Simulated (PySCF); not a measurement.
Simulated absorption spectrum

Compound: [RuNF4]- (charge -1 and singlet state).
SMILES: `[N]#[Ru-]([F])([F])([F])[F]`

Theory: PySCF, TDDFT B3LYP/def2-SVPD, vertical, gas phase, core orbitals frozen in the response, def2 core potentials past Kr. Isolated species at its PBE0-D3(BJ)/def2-SVP geometry, gas phase. Spin–orbit coupling is left out. The geometry's basis has no diffuse functions, a weakness for an anion.

Each state is given a Gaussian of 0.4 eV full width at half maximum, with ε(max) = 2.175×10⁸ f / Δν̃ (Δν̃ the width in cm⁻¹). The width is an assumption, not a result. The curve ends short of the highest state used, and states not computed would add to its high-energy end.

| E (eV) | ε (L mol⁻¹ cm⁻¹) |
| --- | --- |
| 1.91 | 0 |
| 2.01 | 1 |
| 2.11 | 3 |
| 2.20 | 9 |
| 2.30 | 21 |
| 2.40 | 38 |
| 2.49 | 47 |
| 2.59 | 43 |
| 2.68 | 29 |
| 2.78 | 14 |
| 2.88 | 5 |
| 2.97 | 1 |
| 3.07 | 0 |
| 3.16 | 0 |
| 3.26 | 0 |
| 3.36 | 0 |
| 3.45 | 0 |
| 3.55 | 0 |
| 3.64 | 0 |
| 3.74 | 0 |
| 3.84 | 0 |
| 3.93 | 0 |
| 4.03 | 0 |
| 4.13 | 0 |
| 4.22 | 0 |
| 4.32 | 0 |
| 4.41 | 0 |
| 4.51 | 0 |
| 4.61 | 0 |
| 4.70 | 0 |
| 4.80 | 3 |
| 4.89 | 10 |
| 4.99 | 30 |
| 5.09 | 66 |
| 5.18 | 99 |
| 5.28 | 113 |

(1) Where are the band maxima, and which computed states make them?

(2) On this curve, what absorbance would a 10⁻⁴ mol/L sample give at 532 nm over a 1 cm path?

(3) Does any computed singlet lie in the visible range?

(4) Coming from long wavelengths, where does ε first pass 100 L mol⁻¹ cm⁻¹?

Answers

(1) 493 nm (2.51 eV), ε about 47, made up of S1 (50%) and S2 (50%); 235 nm (5.27 eV), ε about 110, made up of S7 (50%) and S8 (50%) (ε in L mol⁻¹ cm⁻¹; maxima over ε = 5, shares over 10%). The states used: S1 2.51 eV (f 0.0003); S2 2.51 eV (f 0.0003); S3 3.04 eV (f 0.0000); S4 4.52 eV (f 0.0000); S5 5.03 eV (f 0.0000); S6 5.24 eV (f 0.0000); S7 5.27 eV (f 0.0008); S8 5.27 eV (f 0.0008); S9 5.37 eV (f 0.0000); S10 5.88 eV (f 0.0098).

(2) 532 nm is 2.331 eV, where ε is about 26 L mol⁻¹ cm⁻¹, so A = ε c l ≈ 0.0026 (Beer–Lambert, with the gas-phase spectrum and the assumed width).

(3) 3 computed singlets (S1 to S3) lie in the visible range (380 to 750 nm), S1 for one at 493 nm, dark in the vertical dipole picture (f under 0.0005); light of that wavelength is blue-green, and its complementary colour is red; a Tamm–Dancoff triplet lies at 635 nm, without intensity as long as spin–orbit coupling is left out.

(4) At about 239 nm (5.19 eV), 2.67 eV above S1.

No detachment energy is given for this anion; states above it aren't bound, and a finite basis only mimics them.

Time: 17 s. Hardware: an Arm Neoverse V1 with one thread (shared host).
